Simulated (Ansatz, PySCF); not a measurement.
Species: C$_{4}$H$_{5}$FO, net charge 0, singlet state. SMILES: F[C@H]1[C@H](C=O)C1
Geometry: optimised at B3LYP-D3(BJ)/def2-TZVP (Ansatz, a first-principles code).

Wanted: atomisation energy, in kcal/mol. Terms: 6-31G* and kin with 6d, 5d where marked; dispersion terms only where a functional's name holds one; no spin-orbit coupling; atomisation electronic, to ground-state atoms; non-relativistic; LANL2DZ all-electron up to Ne; UHF or UKS for open shells; valence correlation only; 6-311+G** with 5d. CBS(X,Y): correlation extrapolated as X^-3; Hartree-Fock from the larger set. [CCSD(T)-MP2]/basis is that difference in the basis named. First-principles rows: single points at B3LYP-D3(BJ) geometries (Ansatz).

Coupled cluster (Ansatz) is a level with limits of its own, used here on species with T1 under 0.025 (0.045 for open shells) and stable references: RI-MP2/CBS(cc-pVTZ,cc-pVQZ)+[CCSD(T)-MP2]/cc-pVTZ.

Value to compare with, RI-MP2/CBS(cc-pVTZ,cc-pVQZ)+[CCSD(T)-MP2]/cc-pVTZ (Ansatz): 1119.2 kcal/mol.

```tsv
level	program	atomisation energy (kcal/mol)	difference
HF/STO-3G	Ansatz	891.5	-227.7
HF/6-311+G**	Ansatz	789.2	-330.0
SVWN5/6-31G*	Ansatz	1321.8	202.6
PBE/STO-3G	Ansatz	1305.3	186.1
PBE/6-31G*	Ansatz	1167.6	48.4
BP86/6-31G* (5d)	PySCF	1166.8	47.6
B3LYP/STO-3G	Ansatz	1236.3	117.1
B3LYP/6-31G*	Ansatz	1115.8	-3.4
PBE0/6-311+G**	Ansatz	1123.3	4.1
M06-2X/6-311+G**	PySCF	1115.3	-3.9
MP2/STO-3G	Ansatz	1042.7	-76.5
MP2/LANL2DZ	Ansatz	930.1	-189.1
MP2/6-31G*	Ansatz	1062.3	-56.9
MP2/6-311+G**	Ansatz	1082.4	-36.8
PBE0/def2-TZVPD	Ansatz	1130.4	11.2
wB97X-V/def2-TZVPD	Ansatz	1124.2	5.0
```

Among the 14 habitual levels, HF/6-311+G** lies farthest from RI-MP2/CBS(cc-pVTZ,cc-pVQZ)+[CCSD(T)-MP2]/cc-pVTZ (Ansatz) (-330.0 kcal/mol); 6 of 14 lie above it, and their mean absolute difference is 109.3 kcal/mol, the median 66.7. One case shows no general order.

The levels are drawn from those run, B3LYP/6-31G* more often than the rest, none by its result; left out are runs that failed, that the program found above a lower state of the same kind, or whose <S^2> lies over 0.5 above the pure value.
